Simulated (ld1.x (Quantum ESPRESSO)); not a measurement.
## Pseudopotential generation for lanthanum: TM, LDA (PZ), non-relativistic.

The input file (ld1.x (Quantum ESPRESSO) 7.5):

```
&input
   title='La', zed=57., rel=0, dft='PZ', iswitch=3,
   config='[Xe] 4f0 5d1 6s0 6p0',
   nld=4, rlderiv=4.20, eminld=-5.0, emaxld=5.0, deld=0.02
 /
 &inputp
   pseudotype=2, tm=.true., lloc=2,
   nlcc=.true., rcore=1.25,
   file_pseudopw='La.UPF', file_wfcaegen='ae.wfc', file_wfcncgen='nc.wfc', file_beta='beta', file_chi='chi'
 /
4
6S  1  0   0.00   0.00  3.85  3.85  0.0
5P  2  1   6.00   0.00  2.45  2.45  0.0
4F  4  3   0.00   0.00  1.50  1.50  0.0
5D  3  2   1.00   0.00  2.80  2.80  0.0
 &test
   configts(1)='4f0 5p6 5d1 6s0 6p0'
 /
```

Command:

```bash
ld1.x < La.in > La.out
```

Output (shortened: banner, matrices, multipoles, cross overlaps and the repeated all-electron block are left out):

```
Program LD1 v.7.5
     --------------------------- All-electron run ----------------------------

     La

     atomic number is 57.00
     dft =PZ   lsd =0 sic =0 latt =0  beta=0.20 tr2=1.0E-14
     Exchange-correlation= PZ
                           (   1   1   0   0   0   0   0)
     mesh =1253 r(mesh) = 100.17801 a.u. xmin = -7.00 dx = 0.01250
     1 Ry =  13.60569312 eV

     n l     nl                  e(Ry)          e(Ha)          e(eV)
     1 0     1S 1( 2.00)     -2712.1709     -1356.0854    -36900.9647
     2 0     2S 1( 2.00)      -420.5845      -210.2922     -5722.3433
     2 1     2P 1( 6.00)      -397.5729      -198.7865     -5409.2550
     3 0     3S 1( 2.00)       -90.6338       -45.3169     -1233.1361
     3 1     3P 1( 6.00)       -80.7130       -40.3565     -1098.1564
     4 0     4S 1( 2.00)       -18.9193        -9.4596      -257.4097
     4 1     4P 1( 6.00)       -15.2534        -7.6267      -207.5327
     3 2     3D 1(10.00)       -62.1747       -31.0874      -845.9305
     5 0     5S 1( 2.00)        -3.5566        -1.7783       -48.3903
     5 1     5P 1( 6.00)        -2.5503        -1.2751       -34.6982
     4 2     4D 1(10.00)        -8.8332        -4.4166      -120.1820
     4 3     4F 1( 0.00)        -1.5073        -0.7536       -20.5076
     5 2     5D 1( 1.00)        -1.1272        -0.5636       -15.3361
     6 0     6S 1( 0.00)        -0.9592        -0.4796       -13.0512
     6 1     6P 1( 0.00)        -0.7221        -0.3610        -9.8241

     final scf error:  8.6E-15 reached in  35 iterations

     Etot =  -16433.893595 Ry,   -8216.946797 Ha, -223594.513066 eV

     Ekin =   16426.084717 Ry,    8213.042359 Ha,  223488.267872 eV
     Encl =  -38857.948303 Ry,  -19428.974151 Ha, -528689.319995 eV
     Eh   =    6378.739973 Ry,    3189.369986 Ha,   86787.178584 eV
     Exc  =    -380.769982 Ry,    -190.384991 Ha,   -5180.639527 eV

     normalization and overlap integrals

     s(1S/1S) =  1.000000  <r> =   0.0267  <r2> =    0.0010  r(max) =   0.0178
     s(2S/2S) =  1.000000  <r> =   0.1143  <r2> =    0.0153  r(max) =   0.0972
     s(2P/2P) =  1.000000  <r> =   0.0971  <r2> =    0.0115  r(max) =   0.0757
     s(3S/3S) =  1.000000  <r> =   0.3002  <r2> =    0.1027  r(max) =   0.2744
     s(3P/3P) =  1.000000  <r> =   0.2900  <r2> =    0.0973  r(max) =   0.2610
     s(4S/4S) =  1.000000  <r> =   0.6846  <r2> =    0.5285  r(max) =   0.6341
     s(4P/4P) =  1.000000  <r> =   0.7063  <r2> =    0.5667  r(max) =   0.6502
     s(3D/3D) =  1.000000  <r> =   0.2607  <r2> =    0.0800  r(max) =   0.2111
     s(5S/5S) =  1.000000  <r> =   1.6176  <r2> =    2.9361  r(max) =   1.4651
     s(5P/5P) =  1.000000  <r> =   1.8084  <r2> =    3.6933  r(max) =   1.5991
     s(4D/4D) =  1.000000  <r> =   0.7639  <r2> =    0.6762  r(max) =   0.6666
     s(4F/4F) =  1.000000  <r> =   1.0714  <r2> =    1.4761  r(max) =   0.7185
     s(5D/5D) =  1.000000  <r> =   2.5271  <r2> =    7.3488  r(max) =   2.1053
     s(6S/6S) =  1.000000  <r> =   3.8252  <r2> =   16.3055  r(max) =   3.5147
     s(6P/6P) =  1.000000  <r> =   4.4619  <r2> =   22.2448  r(max) =   4.0835

     ------------------------ End of All-electron run ------------------------

     --------------------- Generating NC pseudopotential ---------------------

      Generating local pot.: lloc=2, matching radius rcloc =   2.8000

      Computing core charge for nlcc:

       r > 1.26 : true rho core
       r < 1.26 : rho core = a sin(br)/r    a=   8.75  b=   2.08

      Integrated core pseudo-charge :   7.92

      Wfc   6S  rcut= 3.884  Using Troullier-Martins method

      Wfc   5P  rcut= 2.477  Using Troullier-Martins method

      Wfc   4F  rcut= 1.502  Using Troullier-Martins method

     ------------------- End of pseudopotential generation -------------------

     Computing logarithmic derivative in   4.21318
     Computing logarithmic derivative in   4.21318
     Computing the partial wave expansion
     R is outside the sphere for l=    0 j= 0.00
     R is outside the sphere for l=    1 j= 0.00
       no projector for channel:   2
     R is outside the sphere for l=    3 j= 0.00

     ---------------------- Testing the pseudopotential ----------------------

     La

     atomic number is 57.00   valence charge is  9.00
     dft =PZ   lsd =0 sic =0 latt =0  beta=0.20 tr2=1.0E-14
     mesh =1253 r(mesh) = 100.17801 xmin = -7.00 dx = 0.01250

     n l     nl             e AE (Ry)        e PS (Ry)    De AE-PS (Ry)
     4 3     4F   1( 0.00)       -1.50728       -1.50728       -0.00000
     2 1     5P   1( 6.00)       -2.55027       -2.55027       -0.00000
     3 2     5D   1( 1.00)       -1.12718       -1.12718       -0.00000
     1 0     6S   1( 0.00)       -0.95925       -0.95925        0.00000
     3 1     6P   1( 0.00)       -0.72206       -0.93867        0.21662  !

     eps = 1.5E-15  iter =  7

     Etot =  -16433.893595 Ry,   -8216.946797 Ha, -223594.513066 eV
     Etotps =   -48.622454 Ry,     -24.311227 Ha,    -661.542188 eV

     Ekin =      12.202611 Ry,       6.101306 Ha,     166.024981 eV
     Encl =     -66.490424 Ry,     -33.245212 Ha,    -904.648298 eV
     Ehrt =      23.146260 Ry,      11.573130 Ha,     314.920913 eV
     Ecxc =     -17.205453 Ry,      -8.602727 Ha,    -234.092117 eV
     (Ecc =      -9.955017 Ry,      -4.977509 Ha,    -135.444912 eV)
     Epseu=      -0.275448 Ry,      -0.137724 Ha,      -3.747667 eV

     ---------------------- End of pseudopotential test ----------------------
```

Note: ghost states, extra bound levels that the all-electron valence spectrum of the same l lacks: s at -35.7 eV, p at -13.7 eV. A true bound ghost makes a file unfit for plane-wave use.

Generation and configuration tests took about 2.6 s on one core of a shared server CPU.
